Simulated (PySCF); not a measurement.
Compound: C5H5FO.
Structure used (GFN2-xTB), in Å, numbered top down from 1:
```xyz
12
C5H5FO angstrom
C      2.334    0.623    0.544
C      1.423   -0.044    0.147
C      0.321   -0.875   -0.302
F      0.396   -2.129    0.288
C     -1.049   -0.294    0.031
C     -1.242    0.695    1.093
O     -1.282    1.045   -0.262
H      3.135    1.217    0.869
H      0.400   -1.044   -1.387
H     -1.862   -0.980   -0.200
H     -2.190    0.731    1.617
H     -0.381    1.053    1.643
```

PySCF, density fitting, gas phase, GFN2-xTB geometry. The standard run uses grid level 2 after a coarse-grid start, the def2-universal JK fitting basis (with tight functions added where the orbital basis needs them), an energy threshold of 1e-9 Eh and DIIS. The changed runs have no coarse-grid stage.

Q: Standard PBE0/pcSseg-1: E = -368.030459 Eh, HOMO -8.000 eV, LUMO 0.073 eV, dipole 0.846 D, 14 cycles (coarse-grid cycles included). What changes at PBE0/pcSseg-1 with: energy threshold 1e-11 Eh, fitting basis def2-qzvpp-jkfit?

A: E = -368.030496 Eh (-0.037 mEh), HOMO -8.000 eV (0.000), LUMO 0.073 eV (0.000), dipole 0.846 D (0.000), 12 SCF cycles. Of the changed settings only the fitting basis enters the energy expression; the total energy moves by 0.02 kcal/mol.

The cycles:
```
cycle   1  E = -367.9330580525  dE =  1.200e+00  |g| = 7.286e-01  |ddm| = 3.301e+00
cycle   2  E = -367.8149780876  dE =  1.181e-01  |g| = 1.109e+00  |ddm| = 1.621e+00
cycle   3  E = -368.0268576617  dE = -2.119e-01  |g| = 1.260e-01  |ddm| = 1.038e+00
cycle   4  E = -368.0291951457  dE = -2.337e-03  |g| = 7.473e-02  |ddm| = 1.462e-01
cycle   5  E = -368.0303567326  dE = -1.162e-03  |g| = 2.412e-02  |ddm| = 5.948e-02
cycle   6  E = -368.0304871363  dE = -1.304e-04  |g| = 6.569e-03  |ddm| = 2.012e-02
cycle   7  E = -368.0304949210  dE = -7.785e-06  |g| = 2.026e-03  |ddm| = 5.849e-03
cycle   8  E = -368.0304956778  dE = -7.567e-07  |g| = 2.199e-04  |ddm| = 1.929e-03
cycle   9  E = -368.0304956869  dE = -9.120e-09  |g| = 8.351e-05  |ddm| = 2.844e-04
cycle  10  E = -368.0304956884  dE = -1.484e-09  |g| = 1.175e-05  |ddm| = 1.037e-04
cycle  11  E = -368.0304956884  dE = -3.024e-11  |g| = 3.250e-06  |ddm| = 1.960e-05
cycle  12  E = -368.0304956884  dE = -2.615e-12  |g| = 1.400e-06  |ddm| = 4.447e-06
```
